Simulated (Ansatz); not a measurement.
H$_{4}$NO$_{3}$Ta, SMILES `[NH2][Ta](=[O])([OH])[OH]`, relaxed with RKS PBE-D4/def2-SVP in the Gaussian-basis code of Ansatz from a rough embedded geometry. The force threshold is 0.03 eV/Å; the program also tests the step.

Charge 0, multiplicity 1. Ta takes the def2 core potential.

Start:

```xyz
9

N    -0.938    1.077   -0.998
Ta   -0.115   -0.754   -0.060
O    -0.959   -2.245   -0.845
O    -0.524   -0.750    1.955
O     1.983   -0.855   -0.383
H    -1.251    1.678   -0.182
H    -0.063    1.609   -1.367
H    -0.454    0.211    2.248
H     2.320    0.031   -0.369
```

| step | energy (eV) | largest force (eV/Å) | largest move (Å) |
| --- | --- | --- | --- |
| 1 | -9238.6706 | 4.087 | 0.000 |
| 2 | -9240.0454 | 2.527 | 0.195 |
| 3 | -9240.2374 | 1.335 | 0.195 |
| 4 | -9240.4688 | 0.287 | 0.200 |
| 5 | -9240.5073 | 0.433 | 0.126 |
| 6 | -9240.5284 | 1.010 | 0.141 |
| 7 | -9240.5740 | 0.196 | 0.160 |
| 8 | -9240.5775 | 0.957 | 0.195 |
| 9 | -9240.6407 | 1.028 | 0.191 |
| 10 | -9240.7352 | 0.402 | 0.200 |
| 11 | -9240.7839 | 0.550 | 0.200 |
| 12 | -9240.8045 | 0.307 | 0.200 |
| 13 | -9240.8166 | 0.247 | 0.102 |
| 14 (rejected) | -9240.7633 | 1.804 | 0.087 |
| 15 | -9240.8217 | 0.093 | 0.043 |
| 16 (rejected) | -9240.8206 | 0.740 | 0.097 |
| 17 | -9240.8264 | 0.181 | 0.049 |
| 18 | -9240.8319 | 0.379 | 0.049 |
| 19 | -9240.8406 | 0.855 | 0.073 |
| 20 | -9240.8675 | 0.705 | 0.113 |
| 21 | -9240.8887 | 1.050 | 0.169 |
| 22 | -9240.9203 | 1.457 | 0.190 |
| 23 (rejected) | -9240.8683 | 1.613 | 0.200 |
| 24 | -9240.9603 | 0.555 | 0.098 |
| 25 | -9240.9674 | 0.235 | 0.100 |
| 26 | -9240.9699 | 0.102 | 0.057 |
| 27 | -9240.9707 | 0.030 | 0.010 |
| 28 (rejected) | -9240.9707 | 0.073 | 0.020 |
| 29 | -9240.9709 | 0.012 | 0.010 |

End:

```xyz
9

N    -0.807    1.129   -0.816
Ta    0.031   -0.480    0.004
O    -0.455   -1.811   -1.010
O    -0.630   -0.838    1.787
O     1.945   -0.238    0.026
H    -0.608    2.099   -0.545
H    -1.472    1.122   -1.595
H    -0.671   -0.287    2.585
H     2.667   -0.696   -0.437
```

It took 38 s on 4 threads of an Arm Neoverse V2 on a shared host, with 0.16 GiB of host memory at the peak.
